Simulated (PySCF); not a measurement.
S (sulfur, neutral) across methods

[Ne] 3s2 3p4, high-spin 3P determinant. Computed with PySCF 2.14 in aug-cc-pCVTZ-DK with one added diffuse shell each of s, p, d, f type (9s8p6d4f, 91 functions), with the spin-free X2C one-electron Hamiltonian (Gaussian nucleus).

```tsv
method	E (hartree)	mean ε 3s β (eV)	mean ε 3p α (eV)	mean ε 3p β (eV)	Σ⟨r²⟩ (bohr²)	⟨S²⟩
CAM-B3LYP	-399.2285	-19.260	-10.405	-8.823	29.22	2.004
BP86	-399.2549	-16.107	-7.751	-6.292	29.20	2.004
LDA	-397.8163	-16.171	-7.738	-6.161	29.36	2.003
PW91	-399.2024	-15.991	-7.730	-6.195	29.22	2.004
r2SCAN	-399.1801	-16.021	-8.129	-6.406	29.00	2.008
UHF	-398.59103	-21.192	-12.593	-10.312	29.16	2.013
B97-3	-399.1612	-17.768	-9.033	-7.458	29.02	2.005
PBE	-399.0409	-15.941	-7.695	-6.148	29.24	2.004
```

Q: Estimate the same row for PBE0.

A: E (hartree) = -399.0721; mean ε 3s β (eV) = -17.555; mean ε 3p α (eV) = -9.095; mean ε 3p β (eV) = -7.409; Σ⟨r²⟩ (bohr²) = 29.03; ⟨S²⟩ = 2.005.
